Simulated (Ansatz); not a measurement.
Compare A (`CC[N]([AlH2])[SiH3]`) with its isomer B (`[CH3][AlH][NH][SiH2]C`).

Isolated molecules relaxed with PBE0-D4/def2-TZVP in Ansatz; ΔE leaves out vibrations. CBS: MP2 limit from def2 TZ/QZ plus the TZ coupled-cluster correction, frozen cores. Functionals use def2-TZVPP. B3LYP here is the variant with VWN-RPA as its local correlation; programs differ in this. Each species was taken in one conformer, which may not be the lowest.

Problem. Which isomer does CCSD(T)/CBS put lower? Give the gap. (Estimate.)

Solution. Computed: B, by 30.9 kcal/mol.

Problem. Give E(B) − E(A) in kcal/mol with CCSD(T)/def2-TZVPP, HF/def2-TZVPP, MP2/def2-TZVPP, BLYP-D4, B3LYP, B3LYP-D4, LDA (SPW92). (Best estimate.)

Solution. The calculation gave: CCSD(T)/def2-TZVPP -29.9, HF/def2-TZVPP -30.0, MP2/def2-TZVPP -30.9, BLYP-D4 -29.3, B3LYP -32.0, B3LYP-D4 -30.0, LDA (SPW92) -28.7. None reverses the order clearly.

Problem. Does the order hold for the free energy at 298.15 K (harmonic terms from PBE0-D4)? (Estimate.)

Solution. Ansatz gave: Yes: G(B) − G(A) = -31.6 kcal/mol, for one conformer each. Modes under 60 cm⁻¹, often nearly free rotors, make the harmonic entropy too high.

Largest T1 diagnostic: 0.012.

At CCSD(T), def2-SVP lies +8.1 kcal/mol from the extrapolated value and def2-TZVPP +1.1 kcal/mol. Leaving LDA and LC-ωPBE aside and taking each functional with its dispersion term where it has one, the values, not all of them listed here, spread over 4.1 kcal/mol, from r2SCAN-D4 to revPBE-D4. LDA lies +2.9 kcal/mol from PBE without D4.
